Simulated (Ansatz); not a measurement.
Relaxation of C2H7FGaN (12 atoms, charge 0, multiplicity 1), to a largest force component of 0.02 eV/Å in at most 50 steps.

These are results of RKS PBE/def2-SVP in Ansatz, not measurements.

```xyz
12
Properties=species:S:1:pos:R:3:forces:R:3
C -0.944 -0.227 1.064 -1.46 2.55 -0.16
C 0.486 0.131 0.972 -0.75 1.25 0.93
F 1.196 -1.011 1.187 1.63 -1.81 0.44
Ga 1.029 0.804 -0.812 2.77 3.85 1.44
N 0.361 -0.186 -2.318 -2.49 -1.90 0.24
H -1.248 -0.539 2.066 -0.35 -0.48 0.48
H -1.225 -0.954 0.305 -0.35 -0.70 -0.35
H -1.540 0.754 0.835 0.47 -1.26 0.29
H 0.760 0.919 1.770 -0.16 -0.73 -0.74
H 0.988 0.321 -2.975 -0.58 -0.74 -0.17
H -0.670 0.044 -2.214 0.90 -0.02 -1.11
H 0.494 -1.152 -1.944 0.38 -0.02 -1.28
```

**Question.** Where does it end, and by what steps?

**Answer.** The forces met the threshold. The force dipped under the threshold on the way, but the program's further checks kept it going. After 22 steps the energy has fallen by 2.054 eV; F3 moved furthest, 0.93 Å.

```tsv
step	energy less start (eV)	largest force component (eV/Å)	accepted
0	0.0000	3.854	yes
1	-1.0922	2.084	yes
2	-1.6454	0.748	yes
3	-1.8387	0.684	yes
4	-1.9075	0.417	yes
5	-1.9483	0.639	yes
6	-1.9826	0.627	yes
7	-2.0066	0.333	yes
8	-1.9509	1.124	no
9	-2.0215	0.121	yes
10	-2.0309	0.158	yes
11	-2.0400	0.120	yes
12	-2.0462	0.166	yes
13	-2.0490	0.113	yes
14	-2.0519	0.038	yes
15	-2.0531	0.074	yes
16	-2.0535	0.056	yes
17	-2.0539	0.036	yes
18	-2.0540	0.026	yes
19	-2.0541	0.017	yes
20	-2.0542	0.023	yes
21	-2.0540	0.091	no
22	-2.0542	0.008	yes
```

```xyz
12
Properties=species:S:1:pos:R:3
C -1.078 -0.020 1.213
C 0.363 0.131 0.761
F 0.831 -1.178 0.351
Ga 0.591 1.619 -0.796
N 0.594 -0.237 -2.183
H -1.206 -0.809 1.988
H -1.761 -0.272 0.371
H -1.439 0.937 1.647
H 1.002 0.397 1.635
H 1.334 -0.257 -2.895
H -0.298 -0.410 -2.665
H 0.752 -0.996 -1.492
```

Whether the end is a true minimum wasn't checked by a vibrational analysis.

Time of the run: 41 s on 2 threads of AMD EPYC 9R14 (Zen 4), on a shared host, peak memory 0.19 GiB.
